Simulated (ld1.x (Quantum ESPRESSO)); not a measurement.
# Configuration tests for Se (TM)

- Element: Se (Z = 34)
- Generator: ld1.x (Quantum ESPRESSO) 7.5
- Type: norm-conserving Troullier–Martins (Kleinman–Bylander form)
- Functional: PBE
- Relativity: scalar-relativistic
- Frozen core: [Ne] 3s2
- Valence charge: 22
- Reference configuration: 3p6 3d10 4s2 4p4
- Partial waves: 4s (bound): rc 1.35 bohr; 3p (bound): rc 0.50 bohr; 3d (bound): rc 0.75 bohr
- Local potential: all-electron potential smoothed inside 0.55 bohr (lloc = -1)
- Core correction: none

Occupied shells without a wave of their own: 4p. They enter only through the test configuration that unscreens the potential.

Energies are relative to the spin-unpolarised reference configuration 3p6 3d10 4s2 4p4; without spin polarisation the order of configurations can differ from experiment.

Task: Give the all-electron excitation energy and the error of the potential for: 3p6 3d10 4s2 4p3; 3p6 3d10 4s2 4p2; 3p6 3d10 4s2 4p1; 3p6 3d9 4s2 4p5; 3p6 3d10 4s2 4p4.3; 3p6 3d10 4s2 4p0; 3p6 3d10 4s0 4p6.

Result:

```csv
valence configuration,charge,ΔE all-electron (eV),error AE − PS (meV)
3p6 3d10 4s2 4p3,+1,10.845,-90
3p6 3d10 4s2 4p2,+2,31.193,-220
3p6 3d10 4s2 4p1,+3,62.061,-388
3p6 3d9 4s2 4p5,0,51.673,+121
3p6 3d10 4s2 4p4.3,-0.3,-1.593,+19
3p6 3d10 4s2 4p0,+4,104.245,-584
3p6 3d10 4s0 4p6,0,21.964,+122
```

Levels in the configuration 3p6 3d10 4s2 4p2:

| level | all-electron (eV) | pseudo (eV) |
| --- | --- | --- |
| 3p | -175.723 | -175.841 |
| 3d | -75.815 | -75.938 |
| 4s | -37.635 | -37.682 |
| 4p | -25.464 | -25.609 |

ld1.x printed “convergence not achieved” for 5 of the counted tests; their residual had stalled under 1e-8, short of the target of 1e-14. The 4p level has no wave, so the channel is fitted at the deeper level alone: the likely source of the large errors.

Note: ghost state, extra bound levels that the all-electron valence spectrum of the same l lacks: s at -643.7 eV. A true bound ghost makes a file unfit for plane-wave use.
